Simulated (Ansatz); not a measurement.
Program: Ansatz. Geometries: PBE0-D4/def2-TZVP. ΔE: electronic, gas phase. CCSD(T)/CBS adds triple-zeta CCSD(T) − MP2 to the extrapolated MP2 energy (def2 sets, frozen cores). This one scheme is used for every species, atoms too. For atomizations the MP2-based limit and the directly extrapolated one differ by several kJ/mol either way, and by 10 to 25 for some Ge, Se and Sn compounds, so smaller differences from it don't rank the levels. DFT in def2-TZVPP. B3LYP here is the variant with VWN-RPA as its local correlation; programs differ in this. HSE06 is defined as in plane-wave codes. No spin–orbit coupling; open shells (•) take unrestricted orbitals. Spin–orbit coupling would lower the free atoms: a little for C, Cl, O, Si. One conformer a species, not always the lowest.

Reaction (atomization): `O=C[SiH2][SiH](O)Cl` → C• + Cl• + 5 H• + 2 O• + 2 Si•

| level | ΔE (kJ/mol) | difference from CCSD(T)/CBS |
| --- | --- | --- |
| LDA (SPW92) | 4547.0 | 579.8 |
| PBE-D4 | 4030.5 | 63.3 |
| BLYP-D4 | 3950.7 | -16.5 |
| r2SCAN-D4 | 3973.5 | 6.3 |
| B97M-V | 3974.4 | 7.2 |
| PBE0-D4 | 3937.7 | -29.5 |
| B3LYP-D4 | 3940.5 | -26.7 |
| r2SCANh-D4 | 3937.0 | -30.2 |
| HSE06-D4 | 3941.1 | -26.1 |
| BHLYP-D4 | 3807.1 | -160.1 |
| CAM-B3LYP-D4 | 3957.1 | -10.1 |
| ωB97X-V | 3981.2 | 14.0 |
| ωB97M-V | 3968.7 | 1.5 |
| B2PLYP | 3900.3 | -66.9 |
| PBE-QIDH | 3910.2 | -57.0 |
| PBE | 4001.8 | 34.6 |
| BLYP | 3889.4 | -77.8 |
| r2SCAN | 3966.3 | -0.9 |
| PBE0 | 3913.0 | -54.2 |
| B3LYP | 3893.9 | -73.3 |
| r2SCANh | 3929.2 | -38.0 |
| r2SCAN0 | 3876.3 | -90.9 |
| HSE06 | 3917.8 | -49.4 |
| BHLYP | 3768.6 | -198.6 |
| CAM-B3LYP | 3931.6 | -35.6 |
| LC-ωPBE | 3923.8 | -43.4 |
| HF/def2-SVP | 2770.1 | -1197.1 |
| MP2/def2-SVP | 3728.5 | -238.7 |
| CCSD/def2-SVP | 3608.8 | -358.4 |
| CCSD(T)/def2-SVP | 3657.2 | -310.0 |
| HF/def2-TZVPP | 2805.5 | -1161.7 |
| MP2/def2-TZVPP | 3930.7 | -36.5 |
| SCS-MP2/def2-TZVPP | 3902.5 | -64.7 |
| CCSD/def2-TZVPP | 3768.9 | -198.3 |
| CCSD(T)/def2-TZVPP | 3839.8 | -127.4 |
| HF/def2-QZVPP | 2813.8 | -1153.4 |
| MP2/def2-QZVPP | 4006.7 | 39.5 |
| SCS-MP2/def2-QZVPP | 3986.7 | 19.5 |
| HF/CBS(def2) | 2815.1 | -1152.1 |
| CCSD/CBS(def2) | 3896.2 | -71.0 |
| CCSD(T)/CBS | 3967.2 | 0 |

Largest T1 diagnostic among the species: 0.014.

In def2-TZVPP, CCSD(T) changes the Hartree–Fock value by +1034.3 kJ/mol (the triples alone add +71.0 kJ/mol) and MP2 by +1125.3 kJ/mol; breaking electron pairs costs correlation energy, which Hartree–Fock lacks. The D4 term adds +46.5 kJ/mol with B3LYP and +24.7 kJ/mol with PBE0; it sums over pairs of atoms, weighted by their polarisabilities, and B3LYP, whose exchange is more repulsive, gets the larger term. From BLYP to BHLYP (50 % exact exchange), in def2-TZVPP and without D4, ΔE moves by −120.8 kJ/mol: exact exchange takes away binding that semilocal exchange gives to molecules.
